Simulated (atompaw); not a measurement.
An all-electron radial function and its pseudo partner (palladium (Pd))

Columns: radius, all-electron u(r) and pseudo u(r) of the 4p shell (level -54.47 eV) of palladium in the configuration [Ar] 3d10 4s2 4p6 4d9 5s1 5p0; PBE, scalar-relativistic, PAW (atompaw) scheme, atompaw 4.2.0.5.

| r (bohr) | all-electron | pseudo |
| --- | --- | --- |
| 0.073 | 0.3919 | 0.0130 |
| 0.146 | -0.0230 | 0.0511 |
| 0.219 | -0.4858 | 0.1122 |
| 0.292 | -0.5980 | 0.1926 |
| 0.365 | -0.4174 | 0.2877 |
| 0.438 | -0.0937 | 0.3921 |
| 0.512 | 0.2608 | 0.5013 |
| 0.585 | 0.5697 | 0.6065 |
| 0.658 | 0.8100 | 0.7035 |
| 0.731 | 0.9764 | 0.7876 |
| 0.804 | 1.0749 | 0.8548 |
| 0.877 | 1.1169 | 0.9024 |
| 0.950 | 1.1151 | 0.9291 |
| 1.023 | 1.0818 | 0.9348 |
| 1.096 | 1.0273 | 0.9206 |
| 1.169 | 0.9594 | 0.8888 |
| 1.242 | 0.8848 | 0.8427 |
| 1.315 | 0.8077 | 0.7857 |
| 1.388 | 0.7314 | 0.7219 |
| 1.462 | 0.6570 | 0.6541 |
| 1.535 | 0.5878 | 0.5875 |
| 1.608 | 0.5236 | 0.5238 |
| 1.681 | 0.4648 | 0.4649 |
| 1.754 | 0.4113 | 0.4113 |
| 1.827 | 0.3630 | 0.3630 |
| 1.900 | 0.3196 | 0.3196 |

(1) How many radial nodes do the two functions have?

(2) At about which radius was the pseudo-wave matched?

(3) Is the pseudo-wave norm-conserving?

Answers

(1) The all-electron 4p function has n − l − 1 = 2; the pseudo-wave has 0, since the states of the same l below it are removed with the core.

(2) 1.75 bohr. The columns agree to 0.0005 from 1.53 bohr on; several derivatives are matched, so the curves merge somewhat inside the radius.

(3) No, it belongs to a PAW set: the norm inside the radius is not constrained, and the difference is carried by the augmentation charge.
